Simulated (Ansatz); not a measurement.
Reaction (atomization): `C[S][GeH2][OH]` → C• + Ge• + 6 H• + O• + S•

Isolated molecules relaxed with PBE0-D4/def2-TZVP in Ansatz; ΔE leaves out vibrations. CCSD(T)/CBS is the MP2 limit (def2-TZVPP, def2-QZVPP) plus CCSD(T) − MP2 in def2-TZVPP, frozen cores. This one scheme is used for every species, atoms too. No spin–orbit coupling; open shells (•) take unrestricted orbitals. Spin–orbit coupling would lower the free atoms: a little for C, O, S; clearly for Ge. For Ge outer-core shells are correlated without core-valence functions, so the limit isn't a true one: a few kJ/mol of doubt a bond, and 10 to 20 or more in all where bonds break to atoms. Scalar relativity is left out up to krypton. Each species was taken in one conformer, which may not be the lowest.

| level | ΔE (kJ/mol) |
| --- | --- |
| CCSD(T)/def2-TZVPP | 3244.9 |
| HF/CBS(def2) | 2362.5 |

Q: What does CCSD(T)/CBS give? (Best estimate.)

A: Ansatz gave: +3328.9 kJ/mol. The listed levels differ from it by -84.0, -966.4 kJ/mol.

Largest T1 diagnostic among the species: 0.011.

In def2-TZVPP, CCSD(T) changes the Hartree–Fock value by +885.7 kJ/mol (the triples alone add +50.7 kJ/mol) and MP2 by +919.1 kJ/mol; breaking electron pairs costs correlation energy, which Hartree–Fock lacks. From PBE to PBE0 (25 % exact exchange), in def2-TZVPP and without D4, ΔE moves by −51.3 kJ/mol: exact exchange takes away binding that semilocal exchange gives to molecules.

For atomizations the MP2-based limit and the directly extrapolated one differ by several kJ/mol either way, and by 10 to 25 for some Ge, Se and Sn compounds, so smaller differences from it don't rank the levels.
